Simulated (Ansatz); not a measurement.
Reactions of `OC[SiH2]CCl`.

Program: Ansatz. Geometries: PBE0-D4/def2-TZVP. ΔE: electronic, gas phase. CCSD(T)/CBS is the MP2 limit (def2-TZVPP, def2-QZVPP) plus CCSD(T) − MP2 in def2-TZVPP, frozen cores. This one scheme is used for every species. DFT in def2-TZVPP. Elements past krypton have def2 core potentials. For As, Se, Te outer-core shells are correlated without core-valence functions, which leaves a few kJ/mol of doubt a bond. Scalar relativity is left out up to krypton. Each species was taken in one conformer, which may not be the lowest.

```
                                                   reaction  CCSD(T)/CBS(def2) (kJ/mol)
`OC[SiH2]CCl` + `CB(N)[TeH]` → `OC[SiH2][TeH]` + `CB(N)CCl`                         -16
        `OC[SiH2]CCl` + `[AsH3]` → `OC[SiH2][AsH2]` + `CCl`                         -39
                `OC[SiH2]CCl` + HCl → `ClC[SiH2]Cl` + CH₃OH                        -114
             `OC[SiH2]CCl` + H₂Se → `OC[SiH2][SeH]` + `CCl`                         -69
            `OC[SiH2]CCl` + `NBCl` → `N[SiH2]CCl` + `OCBCl`                           ?
```

Q: Fill in the missing values. (Best estimate.)

A: Ansatz gave: `OC[SiH2]CCl` + `NBCl` → `N[SiH2]CCl` + `OCBCl`: +62.1 kJ/mol.

Largest T1 diagnostic: 0.011, for `OCBCl`.
